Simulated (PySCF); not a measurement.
HBr₂FGe, singlet, geometry from GFN2-xTB.

PySCF was given this input:
```python
from pyscf import gto, scf, dft

mol = gto.Mole()
mol.atom = '''
    Ge   -0.018958    0.651236    0.305739
    F    -0.120079    1.926031   -0.890886
    Br   -1.865741   -0.652164    0.019122
    Br    1.914158   -0.478848   -0.115661
    H    -0.007201    1.411588    1.613211
'''
mol.basis = 'def2-sv(p)'
mol.charge = 0
mol.spin = 0
mol.verbose = 4
mol.max_memory = 1800
mol.build()

mf = dft.RKS(mol)
mf.xc = 'pbe'
mf = mf.density_fit(auxbasis='def2-universal-jkfit')
mf.kernel()
```

Q: Estimate the dipole moment that DF-PBE/def2-SV(P) (PySCF) returns for this input.

A: 1.64 D

Q: Give the Mulliken (on the basis functions themselves) charges in atom order at the level DF-PBE/def2-SV(P).

A: Ge1 0.59, F2 -0.31, Br3 -0.16, Br4 -0.16, H5 0.04

Q: What is the computed number of basis functions (DF-PBE/def2-SV(P))?

A: 112

Q: Give the HOMO-LUMO gap at the level DF-PBE/def2-SV(P).

A: 4.93 eV

Q: Give the nuclear repulsion energy at the level DF-PBE/def2-SV(P).

A: 905.8602 Eh

Q: Roughly what does it cost on one core?

A: roughly 21 core-seconds.
